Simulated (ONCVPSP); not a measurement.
**Reading a pseudo-wave (Mn (Z = 25))**

Columns: radius, all-electron u(r) and pseudo u(r) of the 3d shell (level -24.62 eV) of manganese in the configuration [Ne] 3s2 3p6 3d5; LDA (Perdew-Wang 92), scalar-relativistic, ONCV scheme, ONCVPSP 4.0.1.

| r (bohr) | all-electron | pseudo |
| --- | --- | --- |
| 0.057 | 0.0155 | 0.0029 |
| 0.115 | 0.0827 | 0.0223 |
| 0.172 | 0.1896 | 0.0701 |
| 0.230 | 0.3174 | 0.1533 |
| 0.288 | 0.4464 | 0.2692 |
| 0.345 | 0.5627 | 0.4050 |
| 0.402 | 0.6628 | 0.5487 |
| 0.460 | 0.7457 | 0.6875 |
| 0.518 | 0.8094 | 0.8050 |
| 0.575 | 0.8546 | 0.8911 |
| 0.632 | 0.8847 | 0.9455 |
| 0.690 | 0.9019 | 0.9701 |
| 0.747 | 0.9080 | 0.9704 |
| 0.805 | 0.9054 | 0.9542 |
| 0.862 | 0.8960 | 0.9291 |
| 0.920 | 0.8810 | 0.8999 |
| 0.977 | 0.8623 | 0.8711 |
| 1.035 | 0.8402 | 0.8430 |
| 1.092 | 0.8164 | 0.8167 |
| 1.150 | 0.7906 | 0.7905 |
| 1.208 | 0.7638 | 0.7637 |
| 1.265 | 0.7369 | 0.7368 |
| 1.322 | 0.7098 | 0.7097 |
| 1.380 | 0.6822 | 0.6821 |
| 1.438 | 0.6548 | 0.6547 |
| 1.495 | 0.6282 | 0.6281 |

Task: How many radial nodes do the two functions have?

Result: The all-electron 3d function has n − l − 1 = 0; the pseudo-wave has 0.

Task: At about which radius was the pseudo-wave matched?

Result: 1.15 bohr, where the columns begin to agree (steps of 0.06 bohr).

Task: Is the pseudo-wave norm-conserving?

Result: Yes: the ONCV scheme keeps the norm inside the radius equal to the all-electron one, which fixes the energy derivative of the logarithmic derivative at the level.
